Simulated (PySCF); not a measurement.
C₆H₇N₂ (charge -1).
SMILES with atom numbers: `[CH2:1]=[CH:2][CH2:3][c:4]1[cH:5][n:6][n-:7][cH:8]1`

NICS = −σ at a ghost point: NICS(0) at the centroid of the ring atoms, NICS(1) 1 Å to either side along the normal of their mean plane, zz for the tensor component along that normal. Level: GIAO PBE0/pcSseg-1 (PySCF, non-relativistic, gas phase) on the GFN2-xTB geometry, one conformer.

Ring bond lengths (Å), with Mayer bond orders in brackets: C4–C5 1.396 (1.38), C5–N6 1.332 (1.50), N6–N7 1.342 (1.31), N7–C8 1.332 (1.50), C8–C4 1.396 (1.38).

Problem. What do the NICS probes read (ppm)?

Solution. 
```
          ring                                                 type  NICS(0)  NICS(1), two faces  NICS(1)zz, two faces  rms pucker (Å)  centre to ring atoms, mean (Å)
C4–C5–N6–N7–C8  5-membered ring with 2 N; formal bonds all aromatic    -11.8       -12.4 / -12.7         -32.5 / -33.2            0.00                            1.16
```

Problem. What can be read from them?

Solution. 
- C4–C5–N6–N7–C8: mean NICS(1)zz -32.9 ppm, shielded. The ring is flat and has no four-coordinate atom; by the NICS criterion it is aromatic.

Problem. What does the geometric index give? HOMA = 1 − mean of α(R − Ropt)² over the ring bonds, with Krygowski's 1993 parameters (CC: Ropt 1.388 Å, α 257.7 Å⁻²; CN: Ropt 1.334 Å, α 93.52 Å⁻²; NN: Ropt 1.309 Å, α 130.33 Å⁻²).

Solution. 
- C4–C5–N6–N7–C8: HOMA 0.96; the largest term is that of N6–N7, α(R − Ropt)² = 0.14. The geometric and the magnetic index point the same way.

Problem. What is the mean of the two in-plane components of NICS at the first NICS(1) probe listed for ring C4–C5–N6–N7–C8, 1 Å off the ring?

Solution. The isotropic value is a third of the trace: (3 × -12.4 − (-32.5))/2 = -2.4 ppm.

Problem. What are the shieldings of the ring atoms and their hydrogens in the same run (means over atoms taken as equivalent)?

Solution. 
```json
{"atoms": "C4", "environment": "substituted aromatic carbon", "σ isotropic (ppm)": "76.8"}
{"atoms": "C5", "environment": "aromatic CH next to a ring nitrogen", "σ isotropic (ppm)": "50.8"}
{"atoms": "N6", "environment": "ring nitrogen", "σ isotropic (ppm)": "-107.4"}
{"atoms": "N7", "environment": "two-coordinate ring nitrogen", "σ isotropic (ppm)": "-111.5"}
{"atoms": "C8", "environment": "aromatic CH next to a ring nitrogen", "σ isotropic (ppm)": "49.2"}
{"atoms": "H on C5", "environment": "aromatic hydrogen", "σ isotropic (ppm)": "24.67"}
{"atoms": "H on C8", "environment": "aromatic hydrogen", "σ isotropic (ppm)": "24.57"}
```

The values belong to the conformer `[CH2:1]=[CH:2][CH2:3][c:4]1[cH:5][n:6][n-:7][cH:8]1`: C1–C2–C3–C4 -112°, C2–C3–C4–C5 -92°.
